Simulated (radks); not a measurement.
Q: These are the eigenvalues of the occupied orbitals of an atom or ion with whole-number occupations (eV). All-electron calculation, scalar-relativistic Kohn-Sham, r2SCAN, spin-polarised, spherical densities, finite nucleus; meta-GGA in the generalised Kohn-Sham scheme; Fermi nuclear charge, rms radius of each element as measured or else 0.836 A^(1/3) + 0.57 fm. Program: a radial shooting solver on a logarithmic mesh with Libxc functionals.

orbital  eigenvalue
1s up     -73419.22
1s down   -73397.35
2s up     -17120.25
2s down   -17091.50
2p up     -15752.79
2p down   -15716.27

Which element is it, and in what charge state? The configuration may be excited. Open shells, if any, are filled with parallel spins first.

A: Z = 73, tantalum, charge +64: Ta64+ in [He] 2s2 2p5. The list shows which subshells hold electrons but not how many an open one holds; the 1s level, -2698.1 hartree, gives Z - s = 73.5 by -(Z - s)^2/2, which with screening and relativity narrows Z to a few neighbours, and the depths of the outer levels then fix element, charge and occupations together.
